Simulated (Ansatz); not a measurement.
CH5FSiTe (`F[SiH2]C[TeH]`). Charge 0, multiplicity 1. Te: def2 effective core potential. The geometry is a stationary point of PBE0-D4/def2-TZVP. It is one conformer, not always the lowest.

```xyz
9

F    -0.290   -1.517   -1.195
Si   -0.950   -0.239   -0.489
C     0.176    0.369    0.854
Te    2.137    0.841    0.106
H    -1.147    0.810   -1.516
H    -2.252   -0.688    0.068
H     0.268   -0.328    1.687
H    -0.209    1.317    1.241
H     2.267   -0.566   -0.758
```

Q: What is the dipole moment at PBE/def2-TZVPP? (An estimate is asked.)

A: Ansatz gave: 1.64 D, with components (-0.63, 0.88, 1.23) D in this frame, pointing from negative to positive charge.

Q: And with r2SCAN, B3LYP, ωB97M-V? (Estimate.)

A: The calculation gave: r2SCAN 1.68 D, B3LYP 1.72 D, ωB97M-V 1.66 D.

Q: Give the Mulliken charges with PBE, B3LYP, r2SCAN in def2-TZVPP. (Estimate.)

A: The calculation gave: 
```json
{"atom": "F1", "PBE": "-0.29", "B3LYP": "-0.33", "r2SCAN": "-0.33"}
{"atom": "Si2", "PBE": "0.49", "B3LYP": "0.57", "r2SCAN": "0.58"}
{"atom": "C3", "PBE": "-0.38", "B3LYP": "-0.41", "r2SCAN": "-0.34"}
{"atom": "Te4", "PBE": "0.05", "B3LYP": "0.08", "r2SCAN": "0.03"}
{"atom": "H5", "PBE": "-0.07", "B3LYP": "-0.08", "r2SCAN": "-0.08"}
{"atom": "H6", "PBE": "-0.08", "B3LYP": "-0.09", "r2SCAN": "-0.09"}
{"atom": "H7", "PBE": "0.14", "B3LYP": "0.14", "r2SCAN": "0.12"}
{"atom": "H8", "PBE": "0.14", "B3LYP": "0.13", "r2SCAN": "0.11"}
{"atom": "H9", "PBE": "0.00", "B3LYP": "-0.02", "r2SCAN": "0.00"}
```

B3LYP here is the variant with VWN-RPA as its local correlation; programs differ in this.
